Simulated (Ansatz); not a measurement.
The lowest singlet and triplet of C2HN (SMILES [CH]C#N); geometries from B3LYP-D3(BJ)/def2-TZVP, each state relaxed from the structure named, with no frequency check, low spin by broken symmetry.
Singlet (charge 0, multiplicity 1):
```xyz
4

C     -1.179     0.210     0.291
C      0.085    -0.019    -0.018
N      1.215    -0.126    -0.361
H     -1.937    -0.265     0.889
```
Triplet (charge 0, multiplicity 3):
```xyz
4

C     -1.171    -0.059     0.302
C      0.083     0.007    -0.015
N      1.225     0.035    -0.375
H     -2.043     0.067     0.904
```

A positive gap puts the triplet lower; no zero-point energy. R- takes a restricted singlet, here one determinant of a half-filled degenerate or near-degenerate pair, which mixes singlet states. U- takes an unrestricted singlet (broken symmetry where lower, unprojected). The triplet is unrestricted in single-reference levels. Active spaces average the two states.

Cores are frozen in the correlated methods.

Programs: Ansatz (a first-principles code) with Gaussian orbitals. Each number belongs to the level named beside it.

```
level                                     gap E(singlet) − E(triplet), adiabatic (kcal/mol)
----------------------------------------  -------------------------------------------------
R-HF/cc-pVDZ                                                                          45.74
R-HF/cc-pVQZ                                                                          45.20
U-r2SCAN/def2-TZVPP (spin-contaminated)                                                8.54
U-BHLYP/def2-TZVPP (spin-contaminated)                                                10.45
R-wB97X-V/def2-TZVPP                                                                  19.50
U-wB97X-V/def2-TZVPP (spin-contaminated)                                               9.28
R-wB97M-V/def2-TZVPP                                                                  18.24
U-wB97M-V/def2-TZVPP (spin-contaminated)                                         (withheld)
FIC-NEVPT4(SD) on SA-CASSCF(6,6)/cc-pVDZ                                              19.59
```

Question: Some entries are withheld; supply them.

Answer: 
- U-wB97M-V/def2-TZVPP (spin-contaminated), gap E(singlet) − E(triplet), adiabatic (kcal/mol): 11.72

Doubts at one or more of the structures used: a restricted determinant that unrestricted orbitals would lower (R-HF/cc-pVDZ, R-HF/cc-pVQZ, R-wB97X-V/def2-TZVPP, R-wB97M-V/def2-TZVPP); a spin-contaminated determinant (R-HF/cc-pVDZ, R-HF/cc-pVQZ).
